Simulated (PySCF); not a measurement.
Gallium: highly charged ions in a basis for the neutral atom

Ga⁹⁺ [Ar] 3d4, Ga¹⁰⁺ [Ar] 3d3. Computed with PySCF 2.14 in cc-pVDZ-PP with ECP10MDF (4s3p2d, 23 functions), with a scalar-relativistic core potential. No spin-orbit coupling, so a gap to NIST mixes the basis error with missing relativistic terms.

Changed run: basis of the neutral atom used for a highly charged ion. This setting is unsound on purpose.

```tsv
species	method	sound run (hartree)	changed run (hartree)	converged
Ga⁹⁺	UHF	not run	-225.22275	yes
Ga⁹⁺	PBE	not run	-225.74377	yes
Ga⁹⁺	PBE0	not run	-225.74836	yes
Ga¹⁰⁺	UHF	not run	-215.82496	yes
Ga¹⁰⁺	PBE	not run	-216.29204	yes
Ga¹⁰⁺	PBE0	not run	-216.29628	yes
```

Ionisation energy of Ga⁹⁺:

| method | changed run (eV) | NIST (eV) |
| --- | --- | --- |
| UHF | 255.73 | 244 ± 2.5 |
| PBE | 257.19 | 244 ± 2.5 |
| PBE0 | 257.20 | 244 ± 2.5 |

The contracted functions were made for the neutral atom and can be too rigid for a highly charged ion.
